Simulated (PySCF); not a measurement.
Run record for `COC1=CN=C(C=O)N1`: OPBE/6-31G-J, grid level 4, damping 0.1 at the start, DIIS from the seventh cycle, full TDDFT, 6 singlets.

Method: TDDFT OPBE/6-31G-J, vertical, gas phase, core orbitals frozen in the response (PySCF 2.14.0, density-fitted response routines). Geometry: GFN2-xTB. The command runs a driver script over a list of jobs; the input below is this job's line of settings and its coordinates in Å.

Command:
```bash
OMP_NUM_THREADS=1 python probes_run.py task.json out
```

Input:
```
{"job": {"kind": "uv", "xc": "OPBE", "basis": "6-31G-J", "nstates": 6, "ntriplets": 2, "tda": false, "grid": 4, "scf": {"damp": 0.1}}, "charge": 0, "multiplicity": 1}
C     -2.602492     0.753661     0.624930
O     -1.240279     1.113498     0.743819
C     -0.363186     0.267573     0.181510
C     -0.486112    -0.924669    -0.518326
N      0.730236    -1.370982    -0.866201
C      1.605340    -0.497685    -0.407466
C      3.036287    -0.560979    -0.543276
O      3.801933     0.268541    -0.101553
N      0.959806     0.528604     0.245971
H     -2.796462    -0.208233     1.106488
H     -2.903474     0.700715    -0.424548
H     -3.161975     1.538365     1.129632
H     -1.368910    -1.470345    -0.781722
H      3.382159    -1.449890    -1.096251
H      1.402716     1.319815     0.685082
```

Output:
```
damping 0.10 in the first 6 cycles
final grid: 349560 points
cycle   1  E = -453.5948944572  dE =  1.798e+00  |g| = 9.743e-01  |ddm| = 4.422e+00
cycle   2  E = -452.6871523784  dE =  9.077e-01  |g| = 2.216e+00  |ddm| = 4.614e+00
cycle   3  E = -451.4474438175  dE =  1.240e+00  |g| = 3.269e+00  |ddm| = 5.956e+00
cycle   4  E = -439.1750180291  dE =  1.227e+01  |g| = 5.375e+00  |ddm| = 1.849e+01
cycle   5  E = -383.0418956090  dE =  5.613e+01  |g| = 8.752e+00  |ddm| = 3.986e+01
cycle   6  E = -354.3695318957  dE =  2.867e+01  |g| = 1.050e+01  |ddm| = 5.891e+01
cycle   7  E = -257.8406216023  dE =  9.653e+01  |g| = 9.900e+00  |ddm| = 2.432e+02
cycle   8  E = -307.2841560429  dE = -4.944e+01  |g| = 1.312e+01  |ddm| = 2.473e+02
cycle   9  E = -427.5190676703  dE = -1.202e+02  |g| = 6.412e+00  |ddm| = 6.502e+01
cycle  10  E = -429.0635651835  dE = -1.544e+00  |g| = 7.712e+00  |ddm| = 2.886e+01
... (6 lines left out)
cycle  17  E = -453.7968734025  dE = -1.571e-03  |g| = 9.286e-02  |ddm| = 1.336e-01
cycle  18  E = -453.7987398611  dE = -1.866e-03  |g| = 2.595e-02  |ddm| = 1.132e-01
cycle  19  E = -453.7988705566  dE = -1.307e-04  |g| = 1.157e-02  |ddm| = 4.456e-02
cycle  20  E = -453.7989032570  dE = -3.270e-05  |g| = 2.808e-03  |ddm| = 1.456e-02
cycle  21  E = -453.7989049513  dE = -1.694e-06  |g| = 1.072e-03  |ddm| = 3.830e-03
cycle  22  E = -453.7989051819  dE = -2.306e-07  |g| = 3.778e-04  |ddm| = 1.311e-03
cycle  23  E = -453.7989051556  dE =  2.627e-08  |g| = 5.219e-04  |ddm| = 9.146e-04
cycle  24  E = -453.7989052182  dE = -6.255e-08  |g| = 4.228e-05  |ddm| = 6.129e-04
cycle  25  E = -453.7989052184  dE = -2.157e-10  |g| = 3.367e-05  |ddm| = 9.774e-05
cycle  26  E = -453.7989052187  dE = -2.735e-10  |g| = 8.675e-06  |ddm| = 3.684e-05
converged SCF energy = -453.7989052187

Static polarisability (au): isotropic 72.164, principal 32.885 65.486 118.121

Singlet excitations
state   eV       nm        f      main configurations
  1   3.5838    346.0   0.00000   H-1->L 1.00
  2   4.3074    287.8   0.00181   H-2->L 0.99
  3   4.4708    277.3   0.36778   H->L 0.94
  4   5.7212    216.7   0.00883   H-3->L 0.94
  5   6.1906    200.3   0.00006   H-1->L+1 1.00
  6   6.7187    184.5   0.07798   H-4->L 0.74, H->L+1 0.14

Triplet excitations (Tamm-Dancoff, eV): 3.0289 3.0797
```

H and L stand for HOMO and LUMO; the number after each pair is its weight.

How does the lowest singlet excitation compare with the HOMO–LUMO gap?

HOMO -5.62 eV and LUMO -2.27 eV give a gap of 3.35 eV; S1 at 3.58 eV lies 0.23 eV above it.

Give the mean polarisability as a volume in Å³, and the ratio of the largest to the smallest principal value.

72.164 au × 0.148185 = 10.69 Å³; 118.121/32.885 = 3.59.

In short: SCF converged in 26 cycles with 132 basis and 951 fitting functions; HOMO -5.62 eV, LUMO -2.27 eV; lowest singlet 3.58 eV; lowest triplet 3.03 eV (Tamm–Dancoff); mean polarisability 72.2 au.

How long does this job take on one thread, Arm Neoverse V1 (aarch64), no GPU, shared host with 32 logical CPUs at a one-minute load of 40? And the peak memory of the process?

About 81 s, with 0.50 GiB resident at the peak, the Python interpreter and its libraries included.

Conformer computed: `[CH3:1][O:2][c:3]1[cH:4][n:5][c:6]([CH:7]=[O:8])[nH:9]1`: C1–O2–C3–C4 0°, N5–C6–C7–O8 180°.

One conformer stands for the species.
